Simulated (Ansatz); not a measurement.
Gas-phase electronic energies from Ansatz, PBE0-D4/def2-TZVP geometries. CCSD(T)/CBS is the MP2 limit (def2-TZVPP, def2-QZVPP) plus CCSD(T) − MP2 in def2-TZVPP, frozen cores. This one scheme is used for every species. DFT in def2-TZVPP. B3LYP here is the variant with VWN-RPA as its local correlation; programs differ in this. For K outer-core shells are correlated without core-valence functions, which leaves a few kJ/mol of doubt a bond. Scalar relativity is left out up to krypton.

Consider the formal hydrolysis of a K–N bond: `C[N](C)[K]` + H₂O → `[OH][K]` + dimethylamine.

`C[N](C)[K]`:

Cartesian coordinates in Å:
```
C -0.321 0.412 1.066
N -0.103 0.449 -0.344
C 0.413 -0.813 -0.762
K -0.536 2.338 -1.775
H 0.600 0.211 1.659
H -0.722 1.368 1.438
H -1.043 -0.373 1.389
H 0.599 -0.835 -1.847
H -0.265 -1.670 -0.547
H 1.379 -1.087 -0.278
```

H₂O:

Cartesian coordinates in Å:
```
O 0.067 -0.353 -0.151
H 0.513 0.059 0.592
H -0.580 0.293 -0.442
```

`[OH][K]`:

```xyz
3

O    -0.160    0.329    0.202
K     0.688   -1.410   -0.865
H    -0.527    1.081    0.663
```

`CNC`:

Z-matrix (Å, degrees):
```
C
N 1 1.445
H 1 1.094 2 109.4
H 1 1.092 2 110.0 3 117.9
H 1 1.104 2 114.0 3 -120.2
C 2 1.445 1 112.8 3 65.3
H 2 1.011 1 109.8 3 -171.9
H 6 1.104 2 114.0 1 54.9
H 6 1.094 2 109.4 1 -65.3
H 6 1.092 2 110.0 1 176.8
```

(1) Is it downhill or uphill in electronic energy at CCSD(T)/CBS, and by how much? (Best estimate.)

(2) What do these levels give: PBE0-D4, B3LYP-D4, r2SCANh-D4, ωB97M-V, B2PLYP, MP2/CBS(def2)? (Estimate.)

Largest T1 diagnostic among the species: 0.012.

Results:

(1) Computed: Downhill: ΔE = -21.2 kcal/mol.

(2) Ansatz gave: PBE0-D4 -19.7, B3LYP-D4 -20.7, r2SCANh-D4 -20.7, ωB97M-V -21.2, B2PLYP -21.5, MP2/CBS(def2) -21.8 kcal/mol.

The D4 term adds +1.3 kcal/mol with B3LYP and +0.7 kcal/mol with PBE0; it sums over pairs of atoms, weighted by their polarisabilities, and B3LYP, whose exchange is more repulsive, gets the larger term. In def2-TZVPP, CCSD(T) changes the Hartree–Fock value by +4.5 kcal/mol (the triples alone add +1.0 kcal/mol) and MP2 by +3.9 kcal/mol. From BLYP to BHLYP (50 % exact exchange), in def2-TZVPP and without D4, ΔE moves by −1.3 kcal/mol.
